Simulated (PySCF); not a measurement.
# Bond curve of SbCl

Set-up: PySCF, spin-free X2C with a Gaussian nucleus, basis sets Sb x2c-SVPall, Cl x2c-SVPall. Energies in eV from Sb + Cl in their ground configurations at the same level. State: ³Σ⁻ (triplet), unpaired electrons π ↑↑.

All columns are TPSSh. A positive dipole means Sb(−)Cl(+).

| R (Å) | E (eV) | μ (D) | Mulliken charge on Sb (basis-dependent) | HOMO (eV) | LUMO (eV) | Mayer bond order | ⟨S²⟩ |
| --- | --- | --- | --- | --- | --- | --- | --- |
| 2.046 | -1.907 | -0.54 | 0.21 | -5.18 | -2.87 | 1.21 | 2.00 |
| 2.141 | -2.599 | -1.05 | 0.24 | -5.36 | -3.03 | 1.18 | 2.00 |
| 2.236 | -2.974 | -1.54 | 0.26 | -5.53 | -3.18 | 1.16 | 2.00 |
| 2.308 | -3.108 | -1.90 | 0.27 | -5.65 | -3.29 | 1.14 | 2.00 |
| 2.379 | -3.149 | -2.24 | 0.28 | -5.76 | -3.40 | 1.12 | 2.00 |
| 2.450 | -3.121 | -2.57 | 0.29 | -5.87 | -3.50 | 1.11 | 2.00 |
| 2.546 | -3.007 | -2.99 | 0.30 | -6.01 | -3.62 | 1.08 | 2.00 |
| 2.664 | -2.784 | -3.48 | 0.31 | -6.16 | -3.76 | 1.06 | 2.01 |
| 2.807 | -2.454 | -4.01 | 0.32 | -6.31 | -3.91 | 1.02 | 2.01 |
| 2.998 | -1.981 | -4.60 | 0.33 | -6.44 | -4.29 | 0.97 | 2.03 |

A fit through these points gives, at Re = 2.382 Å, μ = -2.26 D and dμ/dR = -4.72 D/Å; the reduced mass is 27.12 u.

How strong is the fundamental in the double-harmonic approximation, I = 42.26·(dμ/dR)²/μred km/mol?

I = 42.26·(-4.72)²/27.12 = 34.7 km/mol at TPSSh.

Spin–orbit coupling is left out, which matters for elements this heavy, above all for dissociation energies. The state is the lowest determinant that a PBE0 search found; another state may lie lower at other levels.
